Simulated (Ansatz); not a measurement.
Molecule: HBO (charge +1, doublet). SMILES of the parent species: O[B]

Atoms: B1, O2, H3. Bonds: B1-O2, O2-H3.

Bond lengths (Å) and angles (degrees) optimised at HF/STO-3G with Ansatz (an electronic-structure program); HF/6-31G* with Ansatz; B3LYP/LANL2DZ with Ansatz; MP2/6-31G* with Ansatz, each started from the B3LYP-D3(BJ)/def2-TZVP structure (Ansatz) of the last column. A row stands for all coordinates that are equal there. 6-31G* holds six Cartesian d functions. No wavenumbers were computed at HF/STO-3G, B3LYP/LANL2DZ, MP2/6-31G*, so these may be saddle points.

| coordinate | HF/STO-3G | HF/6-31G* | B3LYP/LANL2DZ | MP2/6-31G* | B3LYP-D3(BJ)/def2-TZVP |
|---|---|---|---|---|---|
| B1-O2 | 1.203 | 1.206 | 1.246 | 1.225 | 1.214 |
| O2-H3 | 0.981 | 0.957 | 0.976 | 0.979 | 0.972 |
| B1-O2-H3 | 180.0 | 180.0 | 180.0 | 180.0 | 180.0 |

Mean signed difference of all 2 bond lengths from B3LYP-D3(BJ)/def2-TZVP: HF/STO-3G -0.001 Å, HF/6-31G* -0.011 Å, B3LYP/LANL2DZ 0.018 Å, MP2/6-31G* 0.009 Å.
